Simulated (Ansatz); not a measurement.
Molecule: ethylsilane, C$_{2}$H$_{8}$Si (charge 0, singlet). 
Coordinates optimised at B3LYP-D3(BJ)/def2-TZVP (Ansatz, a program for electronic structure):
```
C
H 1 1.0943
H 1 1.0943 2 106.00
C 1 1.5338 2 110.22 3 119.25
H 4 1.0919 1 111.49 2 -58.33
H 4 1.0921 5 107.54 1 122.31
H 4 1.0921 5 107.54 6 115.38
Si 1 1.8812 2 108.24 3 -115.93
H 8 1.4838 1 110.96 2 57.23
H 8 1.4846 9 108.55 1 -121.37
H 8 1.4846 9 108.55 10 -117.26
```
Charge 0, spin multiplicity 1.

Quantity: atomisation energy (electronic, to ground-state atoms), in kJ/mol. Correlated levels leave the core frozen unless marked. Open shells are spin-unrestricted. Spin-orbit coupling is left out. Non-relativistic unless marked X2C. The coupled-cluster limit lacks core correlation, which all-electron functionals hold. Basis-set limits of correlation are two-point, X^-3; Hartree-Fock from the larger set.

```csv
level,program,atomisation energy (kJ/mol),minus last row
r2SCAN-D3(BJ)/def2-TZVPD,Ansatz + dftd3,3844.0,-4.9
BHLYP/def2-TZVPD,Ansatz,3777.0,-71.9
r2SCAN0/def2-TZVPD,Ansatz,3819.0,-29.9
B2PLYP-D4/def2-TZVPD,Ansatz + dftd4,3805.1,-43.8
"RI-MP2/CBS(aug-cc-pV(T+d)Z,aug-cc-pV(Q+d)Z)",Ansatz,3846.8,-2.1
SCS-MP2/aug-cc-pV(Q+d)Z,Ansatz,3852.7,3.8
"CCSD/CBS(cc-pV(T+d)Z,cc-pV(Q+d)Z)",Ansatz,3814.5,-34.4
CCSD(T)/cc-pV(T+d)Z,Ansatz,3770.4,-78.5
X2C-CCSD(T)/cc-pVTZ-DK,Ansatz,3758.8,-90.1
"CCSD(T)/CBS(aug-cc-pV(T+d)Z,aug-cc-pV(Q+d)Z)",Ansatz,3848.9,0.0
```
